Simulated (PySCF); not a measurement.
C₄H₄BNO, SMILES C1C=C(B1O)C#N.

Coordinates come from a PBE0-D3(BJ)/def2-SVP optimisation. The structure was generated by enumeration, and PubChem lists no compound with its InChIKey, so it may never have been made. Other conformers were not sampled.

Two levels are set side by side: PBE/def2-TZVP (PySCF) and CAM-B3LYP/def2-TZVP (PySCF). Same geometry, gas phase. Differences are taken from unrounded values.

```csv
quantity,CAM-B3LYP
orbital gap (eV),8.62
highest occupied level (eV),-9.31
lowest empty level (eV),-0.69
dipole moment (D),6.03
mean polarisability (bohr³),65.3
```

Q: What does PBE give, and how far is it from CAM-B3LYP? (The exact figures need the calculation; the answer reports its results.)

A: 
| quantity | PBE | PBE minus CAM-B3LYP |
|---|---|---|
| orbital gap (eV) | 4.16 | -4.46 |
| highest occupied level (eV) | -6.97 | 2.34 |
| lowest empty level (eV) | -2.81 | -2.12 |
| dipole moment (D) | 5.82 | -0.21 |
| mean polarisability (bohr³) | 68.6 | 3.3 |

Without exact exchange PBE keeps part of each electron's self-repulsion, which lifts occupied levels and narrows the gap. Loosely held outer electrons make PBE densities more polarisable. Differences between two approximate levels are no errors against the true value.

Rough cost on one machine, each run with all the roots and properties that it gave: CAM-B3LYP against PBE within a factor of 2.
